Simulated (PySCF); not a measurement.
Bonding in `FC(F)(F)[C@H]1CCC(Cl)=C1Cl`

C6H5Cl2F3.
SMILES with atom numbers: `[F:1][C:2]([F:3])([F:4])[C@H:5]1[CH2:6][CH2:7][C:8]([Cl:9])=[C:10]1[Cl:11]` (hydrogens: H12 on C5; H13, H14 on C6; H15, H16 on C7)

Cartesian coordinates in Å at the PBE0-D3(BJ)/def2-SVP level; atoms count from 1:
```
atom  x, y, z in Å
F1     3.8554    1.8880    0.1767
C2     3.0327    0.8580   -0.0113
F3     3.7850   -0.2180   -0.2692
F4     2.3947    0.6301    1.1412
C5     2.0561    1.1088   -1.1498
C6     1.0702   -0.0630   -1.3302
C7    -0.2081    0.3409   -0.5802
C8    -0.0970    1.8342   -0.5419
Cl9   -1.4061    2.8264   -0.0771
C10    1.1323    2.2632   -0.8655
Cl11   1.6594    3.8871   -0.8985
H12    2.6743    1.2837   -2.0444
H13    1.4919   -1.0189   -0.9911
H14    0.8494   -0.1621   -2.4023
H15   -0.2414   -0.0587    0.4478
H16   -1.1264    0.0093   -1.0880
```

Bond orders from the PBE0/pcSseg-1 density (PySCF). One conformer (not necessarily the lowest) at the PBE0-D3(BJ)/def2-SVP geometry, without solvent, vibrations or thermal averaging.

Task: Where do the orders between heavy atoms depart from those drawn in the SMILES?

Result: The largest departure is 0.384, at C8–C10 (drawn double, 1.616). Drawn single, order above 1.12: C8–Cl9 (1.140) and C10–Cl11 (1.146). Drawn double or triple, more than 0.30 short of the drawn order: C8–C10 (1.616).

Task: Give the Mayer order of every bond between heavy atoms, beside its length.

Result: 
```
    bond  drawn as  length (Å)  Mayer order
   F1–C2    single       1.332        1.017
   C2–F3    single       1.338        0.990
   C2–F4    single       1.337        1.005
   C2–C5    single       1.521        0.936
   C5–C6    single       1.542        1.009
   C6–C7    single       1.536        1.008
   C7–C8    single       1.498        0.999
  C8–Cl9    single       1.707        1.140
  C8–C10    double       1.342        1.616
C10–Cl11    single       1.708        1.146
  C10–C5    single       1.506        0.955
```

By pair of heavy elements: C–F: lowest C2–F3 (0.990, 1.338 Å), highest F1–C2 (1.017, 1.332 Å). C–C: lowest C2–C5 (0.936, 1.521 Å), highest C8–C10 (1.616, 1.342 Å); in 4 of the 15 pairs the longer bond (by over 0.003 Å) has the higher order (by 0.02 or more). C–Cl: all 2 within 0.02 of one another (1.140 to 1.146).

Task: And the bonds to hydrogen?

Result: C–H: 0.92 to 0.95 (5 bonds).

Task: Sum the orders of all bonds at each heavy atom with more than one neighbour and set the sums beside the valence in the SMILES.

Result: C2 3.948 (drawn 4), C5 3.823 (drawn 4), C6 3.909 (drawn 4), C7 3.868 (drawn 4), C8 3.755 (drawn 4), C10 3.717 (drawn 4). Orders between atoms that aren't bonded are not in these sums.

For a closed shell the Mayer order of atoms A and B is Σ (PS)μν (PS)νμ over the basis functions μ on A and ν on B, with P the density and S the overlap matrix.
